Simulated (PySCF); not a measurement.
Vertical excitations of a molecule C4H12Si2 from TDA-PBE/def2-SVPD in PySCF, as energy in eV (oscillator strength): 6.38 (0.003), 6.59 (0.006), 6.84 (0.023), 6.97 (0.006), 7.09 (0.006), 7.09 (0.043). Lowest triplet (TDA): 6.19 eV. Coordinates come from a ωB97X-D3(BJ)/def2-SVP optimisation. One conformer was computed; it need not be the lowest.

Q: Pick the molecule that these values belong to.
(A) C1C[SiH2]C[SiH2]C1
(B) [SiH3][SiH]1CCCC1
(C) C[SiH2][C@@H]1C[C@@H]1[SiH3]
(D) CC1([SiH2][SiH3])CC1

A: A, C1C[SiH2]C[SiH2]C1
